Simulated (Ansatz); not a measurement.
CH6N2OSi (`NC(=O)N[SiH3]`) at its PBE0-D4/def2-TZVP geometry, where that method's forces vanish. Total charge 0; spin multiplicity 1.

```xyz
11

N     1.8019   -0.2295    1.1102
C     0.5138   -0.3710    0.6725
O    -0.2755   -1.1491    1.1795
N     0.1354    0.3838   -0.4055
Si   -1.4952    0.1370   -0.9921
H     1.9955   -0.6668    1.9944
H     2.3146    0.6094    0.9051
H     0.8160    0.9531   -0.8798
H    -2.4999    0.5192    0.0249
H    -1.7188   -1.2506   -1.4571
H    -1.5877    1.0644   -2.1520
```

What forces (eV/Å) does ωB97M-V/def2-TZVPP give on these atoms in the Gaussian-basis code of Ansatz? (Estimate.)

Computed: 
```
N1   0.215  0.016  0.095
C2  -0.002 -0.032  0.033
O3  -0.091 -0.069  0.041
N4  -0.017  0.138 -0.171
Si5 -0.221 -0.027 -0.080
H6  -0.005  0.016 -0.026
H7  -0.037 -0.026  0.003
H8  -0.009 -0.032  0.037
H9   0.125 -0.047 -0.121
H10  0.031  0.167  0.060
H11  0.011 -0.103  0.130
```
